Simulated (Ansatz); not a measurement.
Reaction (isomerisation): `OBCF` → `BOCF`

Calculated with Ansatz (gas phase, PBE0-D4/def2-TZVP geometries, no zero-point term in ΔE). CCSD(T)/CBS adds triple-zeta CCSD(T) − MP2 to the extrapolated MP2 energy (def2 sets, frozen cores). Functionals use def2-TZVPP. One conformer a species, not always the lowest.

```json
{"level": "PBE-D4", "ΔE (kJ/mol)": "53.4"}
{"level": "PBE0-D4", "ΔE (kJ/mol)": "53.5"}
{"level": "ωB97X-V", "ΔE (kJ/mol)": "48.5"}
{"level": "BLYP", "ΔE (kJ/mol)": "50.2"}
{"level": "r2SCAN", "ΔE (kJ/mol)": "52.3"}
{"level": "HF/def2-SVP", "ΔE (kJ/mol)": "41.0"}
{"level": "HF/def2-QZVPP", "ΔE (kJ/mol)": "41.1"}
{"level": "CCSD/CBS(def2)", "ΔE (kJ/mol)": "53.0"}
```

Problem. What does CCSD(T)/CBS give? (Estimate.)

Solution. Ansatz gave: +52.2 kJ/mol. The listed levels differ from it by 1.2, 1.3, -3.7, -2.0, 0.1, -11.2, -11.1, 0.8 kJ/mol.

Problem. What do rigid-rotor, harmonic-oscillator terms from PBE0-D4/def2-TZVP frequencies (298.15 K, 1 bar) make of the CCSD(T)/CBS value? (An estimate is asked.)

Solution. The calculation gave: ΔZPE = -0.7 kJ/mol, ΔH = +50.8 kJ/mol, ΔS = -4 J/(mol·K), ΔG = +52.1 kJ/mol.

Largest T1 diagnostic among the species: 0.013.

At CCSD(T), def2-SVP lies −8.5 kJ/mol from the extrapolated value and def2-TZVPP −3.7 kJ/mol. In def2-TZVPP, CCSD(T) changes the Hartree–Fock value by +6.9 kJ/mol (the triples alone add −0.8 kJ/mol) and MP2 by +9.1 kJ/mol.
